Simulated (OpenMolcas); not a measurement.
Co2+ (d7) among equal point charges was computed by CASSCF with the d shell active (OpenMolcas, ANO-RCC-VDZP on the metal). Its lowest spin-free states, and all those of the highest spin:

| 2S+1 | Degeneracy | E (cm-1) |
| --- | --- | --- |
| 4 | 3 | 0.0 |
| 4 | 3 | 4381 |
| 4 | 1 | 9708 |
| 2 | 2 | 17388 |
| 2 | 3 | 20167 |
| 2 | 3 | 20379 |
| 4 | 3 | 21961 |
| 2 | 1 | 22510 |
| 2 | 3 | 25971 |
| 2 | 3 | 27536 |
| 2 | 3 | 27695 |
| 2 | 2 | 29182 |

Q: Is the site octahedral, tetrahedral or cube-like, axial, or of lower symmetry?

A: The states with 2S+1 = 4 have orbital degeneracies 3, 3, 1, 3. Threefold states need a cubic site. For d7 at this spin an octahedron puts the threefold T1 below the threefold T2 and a tetrahedron or cube puts the single A2 below the threefold T2, so the site is octahedral. The run had Co2+ among 6 point charges of -1 e arranged as an octahedron (Oh), 1.7 Å from the ion.

An orbital triplet at a regular site is open to Jahn-Teller coupling, which can distort the site and quench the lowest spin-orbit gaps and is left out. Without dynamic correlation the repulsion within the d shell is too large (B by tens of per cent), so at a given field states of lower spin stand too high. Point charges carry no covalency, so the field is a model and not that of real ligands. No measured value stands beside these numbers.
